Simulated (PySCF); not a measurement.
Geometry:
```tsv
atom	x (Å)	y (Å)	z (Å)
C1	2.958	1.248	-0.698
C2	1.669	1.381	-0.409
C3	0.728	0.299	-0.145
C4	1.106	-1.041	-0.025
C5	0.128	-1.984	0.223
N6	-1.158	-1.698	0.353
C7	-1.536	-0.432	0.245
C8	-2.998	-0.147	0.401
C9	-0.626	0.592	0.002
H10	3.444	0.290	-0.767
H11	3.581	2.107	-0.882
H12	1.236	2.374	-0.366
H13	2.138	-1.340	-0.115
H14	0.380	-3.032	0.324
H15	-3.163	0.545	1.225
H16	-3.394	0.306	-0.506
H17	-3.528	-1.074	0.599
H18	-0.973	1.612	-0.078
```

All values are calculated (PySCF): shielding tensors at PBE0/pcSseg-1 (GIAO), geometry from GFN2-xTB. No relativistic terms, one computed conformer, fast rotation and ring inversion assumed for equivalent nuclei, gas phase.

References, each an isolated molecule treated in the same way: $^{13}$C (σ = 186.93 ppm) and $^{1}$H (σ = 31.72 ppm) against TMS; NH3 for $^{15}$N (σ = 267.73 ppm).

| atoms | nucleus | count | Hirshfeld charge | δ (ppm) |
| --- | --- | --- | --- | --- |
| H12 | $^{1}$H | 1 | 0.05 | 6.82 |
| C9 | $^{13}$C | 1 | -0.06 | 128.2 |
| H11 | $^{1}$H | 1 | 0.05 | 5.80 |
| C2 | $^{13}$C | 1 | -0.04 | ? |
| H10 | $^{1}$H | 1 | 0.05 | ? |
| H14 | $^{1}$H | 1 | 0.05 | 8.80 |
| C3 | $^{13}$C | 1 | 0.01 | 148.7 |
| C7 | $^{13}$C | 1 | 0.07 | ? |
| H18 | $^{1}$H | 1 | 0.05 | 7.03 |
| C4 | $^{13}$C | 1 | -0.06 | 118.3 |
| N6 | $^{15}$N | 1 | -0.16 | 357.3 |
| C5 | $^{13}$C | 1 | 0.01 | 155.1 |
| H15/H16/H17 | $^{1}$H | 3 | 0.05 | 2.75 |
| C1 | $^{13}$C | 1 | -0.09 | ? |
| H13 | $^{1}$H | 1 | 0.05 | ? |
| C8 | $^{13}$C | 1 | -0.12 | 27.3 |

Problem. Complete the table.

Solution. 
- C7: 165.3 ppm, substituted aromatic carbon next to a ring nitrogen
- C2: 144.4 ppm, alkene CH; the olefinic region
- C1: 123.4 ppm, terminal =CH2 carbon; as expected for a trigonal carbon in a double bond
- H13: 7.51 ppm, hydrogen on an aromatic CH; the ring current deshields protons in the ring plane
- H10: 6.49 ppm, hydrogen on a terminal =CH2 carbon; a vinylic proton, deshielded by the sp2 carbon and the C=C anisotropy

Shifts are as computed. Against solution values, carbons near 30 ppm lie about +3 ppm off and those near 130 ppm about +5 ppm. Of 1211 compounds with measured shifts, 218 miss one by over three times the rms of a fit or turn the order of signals round; such compounds aren't used in these exercises. Experimental scales use liquid or dissolved standards, which lie at an offset from isolated NH3 (liquid NH3: subtract about 20 ppm). Unscaled 15N shifts of sp2 nitrogen come out 20 to 40 ppm too high even then.
